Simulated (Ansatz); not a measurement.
System: C3H5O2, charge -1, multiplicity 1. It need not be the lowest isomer of its formula. Whether it binds its extra electron was not tested at this geometry. 
Coordinates optimised at B3LYP-D3(BJ)/def2-TZVP (Ansatz, a first-principles code):
```xyz
10

C     -1.8417     0.1913     0.2606
C     -0.5706    -0.0557    -0.2051
O     -0.1585    -0.5151    -1.2879
O      0.4405     0.2976     0.7745
C      1.7568     0.0594     0.3560
H     -2.6872    -0.0286    -0.3757
H     -2.0055     0.6000     1.2473
H      2.0188     0.6214    -0.5486
H      2.4070     0.3768     1.1785
H      1.9442    -0.9992     0.1374
```
Charge -1, spin multiplicity 1.

Basis-set convergence of Hartree-Fock and CCSD(T) correlation energies (hartree) with Ansatz. Correlated levels leave the core frozen unless marked. No spin-orbit coupling. Non-relativistic. This anion needs diffuse functions, which these sets lack.

| basis | functions | E(HF) | E(corr, CCSD(T)) | rough core time |
|---|---|---|---|---|
| cc-pVDZ | 95 | -266.22079 | -0.84448 | under 20 s |
| cc-pVTZ | 220 | ? | ? | 5 min |

### Question
Complete the blanks.

### Answer

- cc-pVTZ, E(HF): -266.30767
- cc-pVTZ, E(corr, CCSD(T)): -1.04920
